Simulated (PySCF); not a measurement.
A GIAO shielding run with PySCF 2.14.0 with density-fitted response routines (density fitting, non-relativistic, gas phase) on `CS/C(=C\F)[C@H](C)CF`, C$_{6}$H$_{10}$F$_{2}$S:

```
$ OMP_NUM_THREADS=1 python probes_run.py task.json out

{"job": {"kind": "nmr", "xc": "PBE0", "basis": "pcSseg-1"}, "charge": 0, "multiplicity": 1}
C      2.660007     0.064070    -1.811743
S      2.016974    -0.096210    -0.122517
C      0.259190     0.001500    -0.254929
C     -0.481502     0.143907    -1.347312
F     -0.002614     0.242571    -2.604963
C     -0.392099    -0.104572     1.108062
C     -1.299667    -1.331602     1.209051
C     -1.154268     1.174000     1.467287
F     -2.266074     1.337635     0.679042
H      2.302270    -0.757101    -2.423534
H      2.363416     1.018686    -2.233051
H      3.740658     0.016576    -1.715448
H     -1.558341     0.205856    -1.332972
H      0.412716    -0.198610     1.845047
H     -2.152165    -1.231516     0.543439
H     -1.665754    -1.441402     2.227094
H     -0.748770    -2.228153     0.938666
H     -0.531389     2.061726     1.320532
H     -1.512393     1.131888     2.500787
```

Hardware: 1 thread of an Arm Neoverse V1, shared host. The job also computes population analyses, field gradients.

Task: How large is the calculation?

Result: 80 electrons, 210 basis functions and 1109 auxiliary functions.

Task: How long does it take, and how much memory does it need?

Result: 40 s of wall time, with 14 SCF cycles and 5 response iterations; peak memory 0.95 GiB. Times on a shared host scatter by some tens of per cent.
